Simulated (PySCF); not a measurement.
# Calculated NMR data

[PySCF 2.14: shieldings: GIAO PBE0/pcSseg-1; geometry: GFN2-xTB; equivalent nuclei averaged; no solvent; one computed conformer; non-relativistic]

Referencing at the same level of theory: TMS for ¹H (31.72 ppm) and ¹³C (186.93 ppm). Splittings of carbon signals by F and P are missing where no couplings were computed. Where no couplings were computed, multiplicities follow the n + 1 count of equivalent neighbours, and m marks all less simple cases (inequivalent or close neighbours, rings, F or P nearby). Shifts are as computed. Against solution values, carbons near 30 ppm lie about +3 ppm off and those near 130 ppm about +5 ppm. Of 1211 compounds with measured shifts, 218 miss one by over three times the rms of a fit or turn the order of signals round; such compounds aren't used in these exercises.

Compound 1 (C7H6NP). ¹H NMR (400 MHz, computed): δ 9.62 (m, 1H), 9.33 (m, 1H), 8.18 (m, 1H), 2.85 (s, 3H). ¹³C{¹H} NMR (computed): δ 172.1 (CH), 169.3 (CH), 149.7 (C), 140.3 (CH), 123.7 (C), 123.1 (C), 26.5 (CH3). Structure: SMILES Cc1ccpcc1C#N.

Compound 2 (C6H14N2Si). ¹H NMR (400 MHz, computed): δ 5.11 (sept, 1H), 3.54 (m, 2H), 2.67 (m, 2H), 2.01 (s, 3H), 0.27 (d, 6H). ¹³C{¹H} NMR (computed): δ 145.2, 49.2, 38.5, 18.1, -2.1. Structure: SMILES CC1=NN([SiH](C)C)CC1.

Compound 3 (C7H10OSi2). ¹H NMR (400 MHz, computed): δ 9.97 (s, 1H), 7.04 (br s, 1H), 6.94 (br s, 1H), 6.72 (br s, 1H), 6.17 (br s, 1H), 4.99 (s, 2H), 4.57 (s, 3H). ¹³C{¹H} NMR (computed): δ 200.5 (C), 197.0 (CH), 158.1 (C), 150.1 (C), 148.3 (C), 133.5 (CH2), 131.3 (CH2). Structure: SMILES C1(C=O)=C([SiH3])C(=C)C(=C)[SiH2]1.
